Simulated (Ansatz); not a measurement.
`[NH2][Ti]([F])([F])[Cl]`, relaxed with RKS PBE-D4/def2-SVP in the Gaussian-basis code of Ansatz from a rough embedded geometry. The force threshold is 0.03 eV/Å; the program also tests the step.

The species carries charge 0 and has multiplicity 1.

Start:

```xyz
7

N    -0.754    1.042   -0.503
Ti    0.491   -0.483   -0.069
F     0.120   -1.896   -1.266
F     2.286    0.004   -0.291
Cl    0.176   -1.218    2.136
H    -1.749    0.755   -0.259
H    -0.570    1.797    0.253
```

| step | energy (eV) | largest force (eV/Å) | largest move (Å) |
| --- | --- | --- | --- |
| 1 | -42570.3381 | 2.662 | 0.000 |
| 2 | -42571.2059 | 1.237 | 0.158 |
| 3 | -42571.3495 | 0.729 | 0.068 |
| 4 | -42571.3906 | 0.338 | 0.159 |
| 5 | -42571.4183 | 0.195 | 0.084 |
| 6 | -42571.4210 | 0.128 | 0.043 |
| 7 (rejected) | -42571.4180 | 0.381 | 0.061 |
| 8 | -42571.4225 | 0.015 | 0.028 |

End:

```xyz
7

N    -0.710    0.882   -0.200
Ti    0.479   -0.528   -0.004
F     0.016   -1.762   -1.154
F     2.089    0.115   -0.235
Cl    0.313   -1.350    2.048
H    -1.690    0.783   -0.489
H    -0.497    1.859    0.035
```

Hardware: 4 threads of an Arm Neoverse V1 on a shared host. Wall time 15 s, peak host memory 0.16 GiB.
